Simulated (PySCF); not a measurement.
HCl$_{3}$OTi, singlet, at a GFN2-xTB geometry (such geometries of metal compounds can be far from the true shape); DF-PBE0/aug-cc-pVDZ (PySCF).

The PySCF input:
```python
from pyscf import gto, scf, dft
import numpy

mol = gto.M(
    atom='''
Ti   -0.318983    0.164223    0.016657
Cl    1.286542    1.400771   -0.628028
Cl    0.369420   -0.633381    1.863900
Cl   -0.240474   -1.496128   -1.309787
O    -1.799289    0.926331    0.093956
H    -2.651354    1.365001    0.138450
''',
    basis='aug-cc-pvdz',
    charge=0,
    spin=0,
    verbose=4,
)
print('smallest overlap eigenvalue', numpy.linalg.eigvalsh(mol.intor('int1e_ovlp'))[0])

mf = dft.RKS(mol)
mf.xc = 'pbe0'
mf = mf.density_fit(auxbasis='def2-universal-jkfit')
mf = scf.addons.remove_linear_dep_(mf, threshold=1e-8, lindep=1e-8)
mf.kernel()
```

The log (banner, timings and long lists left out):

```
PySCF version 2.14.0

[INPUT] verbose = 4
[INPUT] num. atoms = 6
[INPUT] num. electrons = 82
[INPUT] charge = 0
[INPUT] spin (= nelec alpha-beta = 2S) = 0
[INPUT] symmetry False subgroup None
[INPUT] Mole.unit = angstrom
[INPUT] Symbol           X                Y                Z      unit          X                Y                Z       unit  Magmom
[INPUT]  1 Ti    -0.318983000000   0.164223000000   0.016657000000 AA   -0.602790508392   0.310336493354   0.031477168057 Bohr   0.0
[INPUT]  2 Cl     1.286542000000   1.400771000000  -0.628028000000 AA    2.431212027750   2.647073553233  -1.186800918558 Bohr   0.0
[INPUT]  3 Cl     0.369420000000  -0.633381000000   1.863900000000 AA    0.698102624937  -1.196916622503   3.522260523577 Bohr   0.0
[INPUT]  4 Cl    -0.240474000000  -1.496128000000  -1.309787000000 AA   -0.454430000079  -2.827272167293  -2.475138711516 Bohr   0.0
[INPUT]  5 O     -1.799289000000   0.926331000000   0.093956000000 AA   -3.400163428943   1.750511890694   0.177551107760 Bohr   0.0
[INPUT]  6 H     -2.651354000000   1.365001000000   0.138450000000 AA   -5.010332919270   2.579478049757   0.261632581946 Bohr   0.0

nuclear repulsion = 555.184688193299
number of shells = 48
number of NR pGTOs = 334
number of NR cGTOs = 172
basis = aug-cc-pvdz
ecp = {}
input.py:23: DeprecationWarning: remove_linear_dep_ is deprecated and will be removed in a future release. Linear dependency handling is now built into the SCF procedure by default. Linear dependency removal can be controlled using the following settings:
  pyscf.scf.hf.remove_overlap_zero_eigenvalue = True
  pyscf.scf.hf.overlap_zero_eigenvalue_threshold = 1e-6

  mf = scf.addons.remove_linear_dep_(mf, threshold=1e-8, lindep=1e-8)
smallest overlap eigenvalue 4.173198256429509e-05

******** <class 'pyscf.df.df_jk.DFRKS'> ********
method = DFRKS
initial guess = minao
damping factor = 0
level_shift factor = 0
DIIS = <class 'pyscf.scf.diis.CDIIS'>
diis_start_cycle = 1
diis_space = 8
diis_damp = 0
SCF conv_tol = 1e-09
SCF conv_tol_grad = None
SCF max_cycles = 50
direct_scf = False
XC library pyscf.dft.libxc version 7.1.2
    S. Lehtola, C. Steigemann, M. J. T. Oliveira, and M. A. L. Marques,  SoftwareX 7, 1–5 (2018)
XC functionals = pbe0
    C. Adamo and V. Barone,  J. Chem. Phys. 110, 6158 (1999)
    M. Ernzerhof and G. E. Scuseria,  J. Chem. Phys. 110, 5029 (1999)
radial grids:
    Treutler-Ahlrichs [JCP 102, 346 (1995); DOI:10.1063/1.469408] (M4) radial grids

becke partition: Becke, JCP 88, 2547 (1988); DOI:10.1063/1.454033
pruning grids: <function nwchem_prune>
grids dens level: 3
symmetrized grids: False
atomic radii adjust function: <function treutler_atomic_radii_adjust>
small_rho_cutoff = 0
Set gradient conv threshold to 3.16228e-05
Initial guess from minao.
tot grids = 101440
******** <class 'pyscf.df.df.DF'> ********
auxbasis = def2-universal-jkfit
init E= -2305.80686371195
  HOMO = -0.389744122894015  LUMO = -0.140392299678592  gap/eV = 6.78521
cycle= 1 E= -2305.25750518275  delta_E= 0.549  |g|=    1  |ddm|= 7.09
  HOMO = -0.28807780721788  LUMO = -0.228629262119587  gap/eV = 1.61768
cycle= 2 E= -2300.38208947165  delta_E= 4.88  |g|= 5.92  |ddm|= 45.8
  HOMO = -0.292368099887622  LUMO = -0.0857292681849297  gap/eV = 5.62293
cycle= 3 E= -2305.40608570521  delta_E= -5.02  |g|= 0.56  |ddm|=   36
  HOMO = -0.331407605688383  LUMO = -0.131343039901382  gap/eV = 5.44403
cycle= 4 E= -2305.44698435627  delta_E= -0.0409  |g|= 0.279  |ddm|= 2.33
  HOMO = -0.336470680675244  LUMO = -0.108403124473788  gap/eV = 6.20603
cycle= 5 E= -2305.46386316601  delta_E= -0.0169  |g|= 0.0505  |ddm|= 2.45
  HOMO = -0.331469676578591  LUMO = -0.10424134834311  gap/eV = 6.18320
cycle= 6 E= -2305.46443905879  delta_E= -0.000576  |g|= 0.00819  |ddm|= 0.539
  HOMO = -0.331896142921186  LUMO = -0.104179402649678  gap/eV = 6.19649
cycle= 7 E= -2305.46445170859  delta_E= -1.26e-05  |g|= 0.0033  |ddm|= 0.13
  HOMO = -0.331989133468124  LUMO = -0.104099151357772  gap/eV = 6.20120
cycle= 8 E= -2305.46445456238  delta_E= -2.85e-06  |g|= 0.000383  |ddm|= 0.0198
  HOMO = -0.332012415850656  LUMO = -0.104110266956766  gap/eV = 6.20153
cycle= 9 E= -2305.46445460363  delta_E= -4.13e-08  |g|= 6.75e-05  |ddm|= 0.000911
  HOMO = -0.332008397869551  LUMO = -0.10410589456431  gap/eV = 6.20154
cycle= 10 E= -2305.46445460549  delta_E= -1.86e-09  |g|= 2.72e-05  |ddm|= 0.000407
  HOMO = -0.332008836706502  LUMO = -0.104106336605961  gap/eV = 6.20154
cycle= 11 E= -2305.46445460578  delta_E= -2.87e-10  |g|= 6.04e-06  |ddm|= 0.00034
  HOMO = -0.332008284090691  LUMO = -0.104103646215516  gap/eV = 6.20160
Extra cycle  E= -2305.46445460572  delta_E= 5.78e-11  |g|= 1.73e-05  |ddm|= 0.000167
converged SCF energy = -2305.46445460572
```
